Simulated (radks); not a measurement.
The numbers below are computed, except where a source is named.
Exchange energies: the exact (Fock) value of the Kohn-Sham orbitals and density-functional approximations, in hartree. Species: Ar3+ [Ne] 3s2 3p3; Zn+ [Ar] 3d10 4s1; Li+ [He]; In3+ [Kr] 4d10. Level of theory: non-relativistic Kohn-Sham, LDA (Slater exchange, Perdew-Wang correlation), spin-polarised, spherical densities, point nucleus (a radial shooting solver on a logarithmic mesh with Libxc functionals). Every spin shell is full or empty, so the densities are truly spherical. Functionals are evaluated on that one density, not self-consistently.

\begin{tabular}{lrrrr}
functional & Ar3+ & Zn+ & Li+ & In3+ \\ \hline
exact & -28.9706 & -69.2495 & -1.62181 & -153.067 \\
LDA & -26.720 & -65.331 & -1.3962 & -145.53 \\
B88 & -28.969 & -69.533 & -1.6183 & -153.07 \\
PBE & -28.813 & -69.192 & -1.5993 & -152.37 \\
RPBE & -28.969 & -69.402 & -1.6271 & -152.68 \\
B86b & -28.991 & -69.545 & -1.6150 & -153.02 \\
APBE & -29.135 & -69.817 & -1.6252 & -153.50 \\
TPSS & -29.025 & -69.463 & -1.6273 & -152.61 \\
SCAN & -29.049 & -69.577 & -1.6277 & -153.31 \\
MS2 & -28.987 & -69.196 & -1.6297 & -152.15 \\
TASK & -28.110 & -67.574 & -1.6277 & -149.66 \\
\end{tabular}
